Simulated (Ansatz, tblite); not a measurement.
Forces on the cluster Mo₅⁻ at its PBE-D4/def2-SVPD geometry. The state is a doublet with charge -1.

In the def2 sets Mo takes a core potential; there is no spin–orbit coupling. The xTB rows come from tblite. At PBE-D4/def2-TZVPD the highest occupied level of the charge -1 doublet lies above zero (up to 0.46 eV). The electron is either unbound and held by the finite basis, or the level is raised by self-interaction error. At PBE-D4/def2-TZVPD the gap within one spin of the charge -1 doublet nearly closes, so an electron or hole may be smeared out by delocalisation error. The structure comes from a short search, and lower isomers may exist.

GFN1-xTB (tblite), largest force 17.06 eV/Å:

```xyz
5
positions Å, forces eV/Å
Mo    0.342    1.333    0.963    3.721   13.738    9.397
Mo   -0.813   -0.683    1.206   -5.114   -4.292    7.575
Mo   -0.324   -1.319   -0.989   -3.038  -13.171  -10.409
Mo   -0.806    0.969   -1.042   -4.694    5.504   -5.873
Mo    1.601   -0.301   -0.138    9.124   -1.780   -0.689
```

PBE-D4/def2-TZVPD (Ansatz), largest force 0.16 eV/Å:

```
Mo -0.029 -0.111 -0.079
Mo 0.081 0.068 -0.120
Mo 0.026 0.108 0.082
Mo 0.072 -0.091 0.100
Mo -0.149 0.026 0.017
```
